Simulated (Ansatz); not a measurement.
## Ansatz (development build ahead of 0.2.0) run

```yaml
crystal:
  periodic: [false, false, false]
  atoms:
    - { symbol: Li, position_ang: [0.0, 0.0, 0.0] }
    - { symbol: Be, position_ang: [0.67578, 0.90104, 1.95082] }
basis:
  gaussian: { orbitals: "6-31G" }
total_charge: 1
hamiltonian:
  xc: hf
correlation:
  method: fci
  frozen_orbitals: { Be: 0, Li: 0 }
```

The input is written out in the form of the current development build from the run's settings.

Results

* Converged: yes
* Total energy: -21.85887 hartree
* State: lowest singlet root, of any spatial symmetry
